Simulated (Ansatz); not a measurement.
`[CH3][Ga-]([CH3])([F])[PH3+]` at its PBE0-D4/def2-TZVP geometry, where that method's forces vanish. Total charge 0; spin multiplicity 1.

```xyz
14

C     0.1454    0.8603    1.9115
Ga    0.5964    0.4309    0.0438
C     1.7075   -1.0253   -0.6775
F     0.5649    1.8753   -1.0285
P    -1.7903   -0.1971   -0.9332
H     1.0364    1.2115    2.4380
H    -0.6031    1.6534    1.9562
H    -0.2346   -0.0129    2.4469
H     1.6457   -1.0548   -1.7667
H     1.4074   -1.9981   -0.2813
H     2.7539   -0.8642   -0.4061
H    -2.0167   -1.3476   -1.7201
H    -2.2625    0.7639   -1.8489
H    -2.9504   -0.2954   -0.1340
```

Task: What forces (eV/Å) does PBE-D4/def2-TZVPP give on these atoms in Ansatz 0.2.0? (An estimate is asked.)

Result: The calculation gave: 
```
C1  -0.022  0.002 -0.013
Ga2  0.008 -0.272  0.203
C3  -0.021  0.001 -0.015
F4  -0.003  0.392 -0.289
P5   0.321  0.033  0.169
H6   0.175  0.065  0.090
H7  -0.140  0.148  0.010
H8  -0.069 -0.166  0.093
H9  -0.011 -0.007 -0.203
H10 -0.061 -0.177  0.078
H11  0.196  0.040  0.057
H12 -0.075 -0.165 -0.131
H13 -0.093  0.129 -0.139
H14 -0.206 -0.022  0.088
```
